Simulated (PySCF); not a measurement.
r2SCAN0 on C²⁺ (carbon, charge +2)

Configuration: [He] 2s2, closed-shell 1S. Calculation: PySCF 2.14, in def2-QZVPPD (8s4p4d2f1g, 63 functions); the non-relativistic Hamiltonian (point nucleus).

| Item | Value |
| --- | --- |
| Total energy | -36.4911 hartree |
| One-electron energy | -44.1302 hartree |
| Hartree (Coulomb) energy | 12.0342 hartree |
| Exchange-correlation energy | -4.3951 hartree |
| Kinetic energy | 36.41035 hartree |
| ⟨S²⟩ | 0.0000 |
| ⟨L²⟩ | 0.000 |
| Sum of ⟨r⟩ | 3.271 bohr |
| Sum of ⟨r²⟩ | 4.590 bohr² |
| Density at the nucleus (Gaussians lack the cusp) | 129 bohr⁻³ |
| Langevin diamagnetic susceptibility | -3.64 ×10⁻⁶ cm³/mol |

```tsv
shell	electrons	mean orbital energy (hartree)	rms radius, mean of both spins (bohr)
1s	2	-11.77542	0.312
2s	2	-1.55119	1.48
```
